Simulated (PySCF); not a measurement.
H₃O₃Si, SMILES O[Si](O)O, multiplicity 2. Coordinates come from a PBE-D3(BJ)/def2-SVP optimisation. The isomer is the one that the SMILES or the coordinates give; other isomers of the formula were not compared. Other conformers were not sampled.

Problem. Give the equilibrium geometry at PBE-D3(BJ)/def2-SVP (PySCF confirms it by a frequency run) as a Z-matrix, and its point group. (Estimate from the structure and the level; the computed values follow.)

Solution. Several could match; the one computed here: point group C3.
```
Si
O 1 1.6805
H 2 0.9744 1 113.67
O 1 1.6805 2 107.64 3 178.19
H 4 0.9744 1 113.67 2 -66.03
O 1 1.6805 2 107.64 3 -66.03
H 6 0.9744 1 113.67 2 178.19
```
Charge 0, spin multiplicity 2.
